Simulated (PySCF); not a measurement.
# Computed beside measured shifts

System: tert-butyldiphenylphosphine oxide (C16H19OP), SMILES CC(C)(C)P(=O)(c1ccccc1)c1ccccc1.

Atom-mapped SMILES (hydrogens are numbered by the atom that bears them): [CH3:1][C:2]([CH3:3])([CH3:4])[P:5](=[O:6])([c:7]1[cH:8][cH:9][cH:10][cH:11][cH:12]1)[c:13]1[cH:14][cH:15][cH:16][cH:17][cH:18]1

Method: GIAO PBE0/pcSseg-2, gas phase, PySCF SCF with an in-house response code, fitting set def2-universal-JFIT up to Ne and JKFIT beyond, grid level 2, non-relativistic, geometry: PBE0-D3(BJ)/def2-SVP.

One optimised conformer. Values are averaged over the atoms that symmetry or fast rotation interchanges, on this one geometry and without vibrational averaging. Shifts are the reference shielding less the shielding here, at the same level (13C, 1H against isolated TMS; 17O against isolated H2O; 31P against isolated H3PO4); nuclei without a reference have shieldings only.

Q: What shifts does this level give for P5, and how do they compare with measurement?

A: 
```tsv
atom	nucleus	computed / ppm	measured / ppm	computed less measured	measured against	medium of the measurement
P5	31P	11.3	38.73	-27.4	85 % H3PO4	CDCl3
```

Computed 19F and 31P shifts carry an offset from the reference molecule (CFCl3 is hard for DFT, lone H3PO4 or PH3 isn't the 85 % acid), so differences between compounds are more accurate than the values.

Measured values: supporting information or article, doi 10.1039/c6cc06048j.
